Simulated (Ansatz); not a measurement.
Consider the formal exchange of groups at a Ge–Br bond: `[BH2][GeH2][Br]` + `NBBr` → `[BH2][GeH2][BH]N` + Br₂.

Program: Ansatz. Geometries: PBE0-D4/def2-TZVP. ΔE: electronic, gas phase. CCSD(T)/CBS is the MP2 limit (def2-TZVPP, def2-QZVPP) plus CCSD(T) − MP2 in def2-TZVPP, frozen cores. Functionals use def2-TZVPP. For Br, Ge outer-core shells are correlated without core-valence functions, which leaves a few kJ/mol of doubt a bond. Scalar relativity is left out up to krypton. Each species was taken in one conformer, which may not be the lowest.

`[BH2][GeH2][Br]`:

```xyz
7

B     0.822   -0.957    0.300
Ge   -0.394    0.659   -0.060
Br   -2.009    0.159   -1.653
H     1.708   -0.839    1.093
H     0.662   -1.997   -0.259
H    -1.167    1.106    1.193
H     0.378    1.869   -0.614
```

`NBBr`:

```xyz
6

N    -0.382    0.657   -0.180
B     0.341   -0.512   -0.050
Br    0.488   -1.356    1.680
H    -0.482    1.127   -1.063
H    -0.848    1.107    0.590
H     0.883   -1.024   -0.977
```

`[BH2][GeH2][BH]N`:

```xyz
11

B     0.218    2.173   -0.510
Ge   -0.692    0.641    0.495
B     0.554   -1.018    0.411
N     0.191   -2.124   -0.338
H     0.005    2.364   -1.670
H     1.035    2.858    0.031
H    -2.063    0.279   -0.126
H    -0.938    1.008    1.973
H     1.600   -1.043    0.992
H     0.764   -2.949   -0.408
H    -0.673   -2.190   -0.851
```

Br₂:

Z-matrix (Å, degrees):
```
Br
Br 1 2.282
```

CCSD(T)/CBS gives +257.2 kJ/mol.

Question: Another level gave +262.7 kJ/mol. Which?
A. MP2/def2-TZVPP
B. HF/def2-TZVPP
C. CCSD(T)/def2-TZVPP
D. BHLYP/def2-TZVPP

Answer: C. CCSD(T)/def2-TZVPP 262.7, HF/def2-TZVPP 292.9, MP2/def2-TZVPP 279.4, BHLYP 268.2 kJ/mol.

Largest T1 diagnostic among the species: 0.014.

From PBE to PBE0 (25 % exact exchange), in def2-TZVPP and without D4, ΔE moves by +16.8 kJ/mol. At CCSD(T), def2-SVP lies +10.8 kJ/mol from the extrapolated value and def2-TZVPP +5.6 kJ/mol.
